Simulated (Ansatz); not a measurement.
Ideal-gas functions of BrHSSi (`S[Si]Br`) at 500 K and 1 bar, from an Ansatz frequency run at PBE0-D4/def2-TZVP.

Molar mass 141.06 g/mol, point group Cs (symmetry number 1), electronic degeneracy 1, moments of inertia 44.409, 274.83, 319.239 u Å². Harmonic wavenumbers (cm⁻¹, unscaled): 150, 398, 404, 512, 756, 2687.

Use S(trans) = R[1.5 ln M + 2.5 ln T − 1.1517]; rotational temperatures θ = 24.2544 K / I; S(rot) = R[ln(√π/σ · √(T³/θAθBθC)) + 1.5]; for each mode x = 1.438777 ν̃/T, S = R[x/(eˣ − 1) − ln(1 − e⁻ˣ)] and H = RT x/(eˣ − 1); 1 cm⁻¹ = 0.0119627 kJ/mol; R = 8.31446 J/(mol·K).

Q: By hand: the entropy, in J/(mol·K).

A: Translation 181.3. Rotation: θ = 0.5462, 0.0883, 0.076 K, giving 118.1. Vibration, mode by mode: 15.36, 7.63, 7.52, 5.81, 3.32, 0.03, in all 39.7. Electronic 0.0. Sum 339.1 J/(mol·K).

Q: By hand: H − E and G − E in kJ/mol, counted from the electronic energy.

A: Zero-point energy ½ × 4907 × 0.0119627 = 29.4; thermal vibration 10.7; translation, rotation and pV give 4 RT = 16.6. H − E = 56.7 kJ/mol, and G − E = 56.7 − 500 × 339.1/1000 = -112.9 kJ/mol.

Vibration gives 12 % of the entropy. The sum counts one conformer and one mirror image; others add a mixing term.
